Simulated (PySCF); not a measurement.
Compound: C₄H₄BBr.
Atom-mapped SMILES: `[CH2:1]=[CH:2][C:3]#[C:4][BH:5][Br:6]` (hydrogens: H7, H8 on C1; H9 on C2; H10 on B5)

Theory: PBE0-D3(BJ)/def2-SVP geometry optimisation, gas phase (PySCF 2.14.0).

**Question.** List the bond lengths and angles at this level.

**Answer.** 
| bond | length (bohr) |
| --- | --- |
| C1=C2 | 2.539 |
| C2–C3 | 2.678 |
| C3≡C4 | 2.317 |
| C4–B5 | 2.834 |
| B5–Br6 | 3.609 |
| C1–H7 | 2.066 |
| C1–H8 | 2.065 |
| C2–H9 | 2.072 |
| B5–H10 | 2.274 |

A selection of angles:
| angle | degrees |
| --- | --- |
| C2–C1–H7 | 121.1 |
| C2–C1–H8 | 120.9 |
| H7–C1–H8 | 118.0 |
| C1–C2–C3 | 123.3 |
| C1–C2–H9 | 119.8 |
| C3–C2–H9 | 116.9 |
| C2–C3–C4 | 179.4 |
| C3–C4–B5 | 179.5 |
| C4–B5–Br6 | 120.0 |
| C4–B5–H10 | 123.0 |
| Br6–B5–H10 | 117.0 |

The 6 heavy atoms lie in one plane (0.006 Å rms). B5 (three-coordinate boron) is planar (angles 123.0°, 120.0° and 117.0°, sum 360.0°, 0.00 Å off the plane of its three neighbours). The C–C distances run from 1.226 Å (C3≡C4, drawn triple) to 1.417 Å (C2–C3, drawn single), a spread of 0.191 Å.

No frequency check.
